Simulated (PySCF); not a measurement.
C₂H₅FN₂Si, SMILES N[Si@@H]1C=N[C@@H]1F.

Coordinates come from a B3LYP-D3(BJ)/def2-SVP optimisation. The structure was generated by enumeration; whether it is a known compound was not checked. The values are those of a single conformer.

Two levels are set side by side: PBE/def2-TZVP (PySCF) and ωB97X/def2-TZVP (PySCF). Same geometry, gas phase. Differences are taken from unrounded values.

| quantity | ωB97X |
|---|---|
| orbital gap (eV) | 10.63 |
| highest occupied level (eV) | -9.47 |
| lowest empty level (eV) | 1.16 |
| dipole moment (D) | 3.48 |
| mean polarisability (bohr³) | 58.8 |

What does PBE give, and how far is it from ωB97X? (Estimate from the structure and the level; the computed values follow.)


```tsv
quantity	PBE	PBE minus ωB97X
orbital gap (eV)	3.45	-7.17
highest occupied level (eV)	-5.68	3.79
lowest empty level (eV)	-2.22	-3.38
dipole moment (D)	3.13	-0.35
mean polarisability (bohr³)	62.4	3.6
```

Without exact exchange PBE keeps part of each electron's self-repulsion, which lifts occupied levels and narrows the gap. Loosely held outer electrons make PBE densities more polarisable. Differences between two approximate levels are no errors against the true value.

Rough cost on one machine, each run with all the roots and properties that it gave: ωB97X against PBE within a factor of 2.
